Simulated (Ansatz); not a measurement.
Relaxation of ClF3H4OPTa (11 atoms, charge 0, multiplicity 1), to a largest force component of 0.03 eV/Å in at most 50 steps.

Computed with RKS PBE0-D4/def2-SVP in Ansatz.

```xyz
11
Properties=species:S:1:pos:R:3
Ta -0.274 -0.405 -0.064
Cl 2.124 -0.743 0.235
O -0.518 -0.811 1.740
H -0.365 -0.592 2.670
F 0.303 0.758 -1.428
F -1.808 0.669 -0.008
F -0.851 -1.936 -0.921
P 1.593 2.392 1.504
H 2.219 2.395 2.791
H 1.973 3.727 1.160
H 2.652 1.709 0.844
```

Question: Where does it end, and by what steps?

Answer: The forces met the threshold. The force dipped under the threshold on the way, but the program's further checks kept it going. After 19 steps the energy has fallen by 0.567 eV; H10 moved furthest, 1.16 Å. Joined: Ta1–P8 (3.71 → 2.79 Å).

```csv
step,energy less start (eV),largest force component (eV/Å),accepted
0,0.0000,1.062,yes
1,-0.1060,0.403,yes
2,-0.1885,0.490,yes
3,-0.2774,0.837,yes
4,-0.3822,0.848,yes
5,-0.4828,0.513,yes
6,-0.5228,0.195,yes
7,-0.5283,0.306,yes
8,-0.5442,0.444,yes
9,-0.5571,0.078,yes
10,-0.5584,0.196,yes
11,-0.5612,0.056,yes
12,-0.5629,0.067,yes
13,-0.5627,0.193,no
14,-0.5641,0.061,yes
15,-0.5651,0.109,yes
16,-0.5657,0.070,yes
17,-0.5661,0.038,yes
18,-0.5664,0.019,yes
19,-0.5666,0.012,yes
```

```xyz
11
Properties=species:S:1:pos:R:3
Ta 0.010 -0.140 0.110
Cl 2.129 -1.156 0.437
O -0.452 -0.555 1.879
H -0.430 -0.696 2.826
F 0.760 0.648 -1.443
F -1.272 1.246 0.062
F -0.915 -1.492 -0.776
P 1.511 1.954 1.186
H 2.107 1.813 2.464
H 0.940 3.244 1.344
H 2.660 2.296 0.434
```

Whether the end is a true minimum wasn't checked by a vibrational analysis.

The run took 70 s on 4 threads of Intel(R) Xeon(R) CPU @ 2.60GHz (Ice Lake) (shared host), peak memory 0.47 GiB.
